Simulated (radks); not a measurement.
Ba+, configuration [Xe] 6s1.

All-electron calculation, Dirac Kohn-Sham, OLYP, spin-unpolarised, spherical densities, finite nucleus; Fermi nuclear charge, rms radius 4.8378 fm. Program: a radial shooting solver on a logarithmic mesh with Libxc functionals.

Energy parts (hartree):
total: -8141.8528
kinetic: 8690.7189
electron-nucleus: -19787.6461
Hartree: 3156.3227
exchange-correlation: -201.2483

Orbitals (lengths in bohr, moments of r in powers of bohr):
[
 {"orbital": "1s1/2", "occ.": "2", "eigenvalue (hartree)": "-1368.137", "<1/r>": "60.69"},
 {"orbital": "2s1/2", "occ.": "2", "eigenvalue (hartree)": "-216.5235", "<1/r>": "14.25"},
 {"orbital": "2p1/2", "occ.": "2", "eigenvalue (hartree)": "-204.0014", "<1/r>": "14.23"},
 {"orbital": "2p3/2", "occ.": "4", "eigenvalue (hartree)": "-189.9766", "<1/r>": "12.99"},
 {"orbital": "3s1/2", "occ.": "2", "eigenvalue (hartree)": "-45.90664", "<1/r>": "5.123"},
 {"orbital": "3p1/2", "occ.": "2", "eigenvalue (hartree)": "-40.65047", "<1/r>": "5.035"},
 {"orbital": "3p3/2", "occ.": "4", "eigenvalue (hartree)": "-37.93607", "<1/r>": "4.727"},
 {"orbital": "3d3/2", "occ.": "4", "eigenvalue (hartree)": "-28.72220", "<1/r>": "4.589"},
 {"orbital": "3d5/2", "occ.": "6", "eigenvalue (hartree)": "-28.14246", "<1/r>": "4.510"},
 {"orbital": "4s1/2", "occ.": "2", "eigenvalue (hartree)": "-9.18520", "<1/r>": "2.104"},
 {"orbital": "4p1/2", "occ.": "2", "eigenvalue (hartree)": "-7.27223", "<1/r>": "1.999"},
 {"orbital": "4p3/2", "occ.": "4", "eigenvalue (hartree)": "-6.70568", "<1/r>": "1.899"},
 {"orbital": "4d3/2", "occ.": "4", "eigenvalue (hartree)": "-3.58030", "<1/r>": "1.674"},
 {"orbital": "4d5/2", "occ.": "6", "eigenvalue (hartree)": "-3.48370", "<1/r>": "1.649"},
 {"orbital": "5s1/2", "occ.": "2", "eigenvalue (hartree)": "-1.44720", "<1/r>": "0.8088"},
 {"orbital": "5p1/2", "occ.": "2", "eigenvalue (hartree)": "-0.94987", "<1/r>": "0.7087"},
 {"orbital": "5p3/2", "occ.": "4", "eigenvalue (hartree)": "-0.87253", "<1/r>": "0.6748"},
 {"orbital": "6s1/2", "occ.": "1", "eigenvalue (hartree)": "-0.26544", "<1/r>": "0.2865"}
]

The highest occupied level is 6s1/2 at -7.223 eV. The density falls to 0.001 e/bohr^3 at r = 4.69 bohr. Summed over all electrons, <r^2> = 66.09 bohr^2, which gives a Langevin (diamagnetic) susceptibility term of -52.3 x 10^-6 cm^3/mol. The electron density at the nucleus is 3.227e+05 e/bohr^3.
